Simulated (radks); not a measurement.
Results of a calculation; reference values are marked as such.
Task: These are the eigenvalues of the occupied orbitals of an atom or ion with whole-number occupations (eV). Code: a radial shooting solver on a logarithmic mesh with Libxc functionals. Model: scalar-relativistic Kohn-Sham, LB94 model potential, spin-polarised, spherical densities, finite nucleus; Fermi nuclear charge, rms radius of each element as measured or else 0.836 A^(1/3) + 0.57 fm.

1s down: -89222.21
1s up: -89222.20
2s down: -16682.36
2s up: -16682.18
2p down: -14443.77
2p up: -14443.62
3s up: -4655.899
3s down: -4655.353
3p up: -4013.086
3p down: -4012.326
3d up: -3356.697
3d down: -3356.282
4s up: -1667.632
4s down: -1660.362
4p up: -1451.168
4p down: -1444.253
4d up: -1202.568
4d down: -1195.861
4f up: -932.9110
4f down: -926.5445

Which element is it, and in what charge state? The configuration may be excited. Open shells, if any, are filled with parallel spins first.

Result: Z = 82, lead, charge +27: Pb27+ in [Kr] 4d10 4f9. The list shows which subshells hold electrons but not how many an open one holds; the 1s level, -3278.9 hartree, gives Z - s = 81.0 by -(Z - s)^2/2, which with screening and relativity narrows Z to a few neighbours, and the depths of the outer levels then fix element, charge and occupations together.
